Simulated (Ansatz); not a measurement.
Computed with Ansatz on PBE0-D4/def2-TZVP structures; ΔE is electronic, products minus reactants. CBS: MP2 limit from def2 TZ/QZ plus the TZ coupled-cluster correction, frozen cores. This one scheme is used for every species. DFT in def2-TZVPP. One conformer a species, not always the lowest.

Reaction (silylene formation by 1,1-elimination): `C[SiH2]C(C)F` → `CC(C)F` + `[SiH2]`

`C[SiH2]C(C)F`:

```xyz
14

C     0.828   -1.765    0.117
Si    1.198    0.059   -0.036
C    -0.362    1.015   -0.561
C    -1.519    0.921    0.404
F    -0.771    0.503   -1.805
H     0.423   -2.146   -0.822
H     1.736   -2.326    0.351
H     0.100   -1.958    0.908
H     1.656    0.626    1.266
H     2.258    0.299   -1.051
H    -0.108    2.069   -0.731
H    -2.389    1.458    0.018
H    -1.809   -0.118    0.578
H    -1.242    1.364    1.365
```

`CC(C)F`:

Z-matrix (Å, degrees):
```
C
C 1 1.508
H 1 1.091 2 110.6
H 1 1.092 2 110.3 3 119.9
H 1 1.092 2 110.4 3 -120.2
C 2 1.508 1 113.9 3 177.3
F 2 1.396 1 108.3 3 56.9
H 2 1.096 1 110.1 3 -58.5
H 6 1.091 2 110.6 1 -177.3
H 6 1.092 2 110.4 1 -57.1
H 6 1.092 2 110.3 1 62.8
```

`[SiH2]`:

Cartesian coordinates in Å:
```
Si 0.620 0.248 -0.247
H -0.079 0.280 1.109
H -0.540 -0.528 -0.862
```

```
       species  r2SCAN energy (Eh)
`C[SiH2]C(C)F`          -509.02856
      `CC(C)F`          -218.35243
      `[SiH2]`          -290.57857
```

Task: Work out ΔE.

Result: ΔE = (-218.35243) + (-290.57857) − (-509.02856) = 0.09756 Eh = +256.1 kJ/mol. CCSD(T)/CBS gives +236.5 kJ/mol.

Largest T1 diagnostic among the species: 0.014.

In def2-TZVPP, CCSD(T) changes the Hartree–Fock value by +21.0 kJ/mol (the triples alone add +5.5 kJ/mol) and MP2 by +41.4 kJ/mol. The D4 term adds +14.7 kJ/mol with B3LYP and +8.2 kJ/mol with PBE0; it sums over pairs of atoms, weighted by their polarisabilities, and B3LYP, whose exchange is more repulsive, gets the larger term.

B3LYP here is the variant with VWN-RPA as its local correlation; programs differ in this.
